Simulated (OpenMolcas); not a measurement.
Ta3+: ligand-field states by method

Ta3+ with 6 ligands (water) in octahedral coordination (Th) at 2.08 Å. Ligand basis ANO-RCC-VDZP.
```
Ta    0.0000    0.0000    0.0000
O     2.0800    0.0000    0.0000
H     2.6570    0.7797    0.0000
H     2.6570   -0.7797    0.0000
O     0.0000    2.0800    0.0000
H     0.0000    2.6570    0.7797
H     0.0000    2.6570   -0.7797
O    -2.0800    0.0000    0.0000
H    -2.6570    0.7797    0.0000
H    -2.6570   -0.7797    0.0000
O     0.0000   -2.0800    0.0000
H     0.0000   -2.6570    0.7797
H     0.0000   -2.6570   -0.7797
O     0.0000    0.0000    2.0800
H     0.7797    0.0000    2.6570
H    -0.7797    0.0000    2.6570
O     0.0000    0.0000   -2.0800
H     0.7797    0.0000   -2.6570
H    -0.7797    0.0000   -2.6570
```

```json
{
 "Program": "OpenMolcas",
 "Basis": "ANO-RCC-VTZP [8s7p5d3f2g1h]",
 "Scalar Hamiltonian": "DKH2, point nucleus",
 "Active space": "2 electrons in 5 orbitals (5d)",
 "State averaging": "2S+1 = 3 even, 10 roots; 2S+1 = 1 even, 15 roots",
 "Spin-orbit coupling": "RASSI with atomic mean-field integrals over the reference wave functions"
}
```

I. CASSCF
II. SS-CASPT2, IPEA 0.25 Eh, imaginary shift 0.1 Eh (the lowest 17 gerade and 15 ungerade orbitals frozen, chosen by energy and not by shell, so the metal 5p can be frozen and 4f correlated)

Spin-free states (labels of O, taken over from Oh, the nearest higher group) in cm-1, each column counted from its own energy of the first state listed:

| State | Degeneracy | I | II |
| --- | --- | --- | --- |
| 3T1 | 3 | 0 | 0 |
| 1E | 2 | 9130 | 7250 |
| 1T2 | 3 | 9138 | 6980 |
| 1A1 | 1 | 21206 | 16430 |
| 3T2 | 3 | 33314 | 32470 |
| 3T1 | 3 | 41135 | 38350 |
| 1T2 | 3 | 43298 | 39610 |
| 1T1 | 3 | 45342 | 42030 |
| 3A2 | 1 | 68260 | 66480 |
| 1E | 2 | 78187 | 73060 |
| 1A1 | 1 | 88692 | 80730 |

From I to II, I's first state of the same spin (3T2) moves from 33314 to 32470 cm-1, by about -840 cm-1.

From I to II, I's first state of another spin (1E) moves from 9130 to 7250 cm-1, by about -1900 cm-1. In II another state of that kind comes below it.

I: A least-squares ligand-field fit to the states below 45000 cm-1, each weighted by its degeneracy and with a free common offset, gives 10Dq = 34682 cm-1, B = 629 cm-1 and C = 2507 cm-1 (C/B = 3.99), with an rms deviation of 73 cm-1. The same method and metal basis give the free ion B = 731 cm-1 (fit to its terms below 60000 cm-1, rms deviation 32 cm-1), so the nephelauxetic ratio is β = 629 / 731 = 0.86; it hangs on how both fits weigh the states, and computed free-ion B values tend to be too large, so β mixes covalency with correlation.

II: A least-squares ligand-field fit to the states below 45000 cm-1, each weighted by its degeneracy and with a free common offset, gives 10Dq = 33316 cm-1, B = 492 cm-1 and C = 1861 cm-1 (C/B = 3.78), with an rms deviation of 204 cm-1. 

From I to II, 10Dq changes by -4 %, B by -22 % and C by -26 %.

χT at 300 K: I 0.19, II 0.18 cm3 K/mol.

The states above are spin-free; spin-orbit coupling is strong here and shifts and splits them by thousands of cm-1.

Roots that are degenerate in the reference are averaged as groups; the widest CASPT2 spread within a group is 290 cm-1 (the 3-fold group of multiplicity 1 near 39600 cm-1 above the lowest state of its run, II). Shifts and gaps below about the spread of the groups concerned are not significant. Over all roots computed the reference weight is 0.69 to 0.71 in II; a low but even weight reflects the number of correlated electrons. An orbital triplet at a regular site is open to Jahn-Teller coupling, which can distort the site and quench the lowest spin-orbit gaps and is left out. The least metal-like active orbital is 75 % on the metal (Löwdin) and no ligand orbital is active, so the numbers are rough. Ligand-to-metal charge-transfer states are missing. With no ligand orbital active B as a rule stays too high, so bands that hang on it stand too high and its fall with covalency is understated. Without dynamic correlation the repulsion within the d shell is too large (B by tens of per cent), so at a given field states of lower spin stand too high (holds for I). With metal d orbitals alone the field can be off either way by tens of per cent (holds for I). With one d shell and no ligand orbital active, 10Dq can be off by a tenth or more (holds for II). No measured value stands beside these numbers; the geometry was imposed, not optimised, and the real ion may take another.
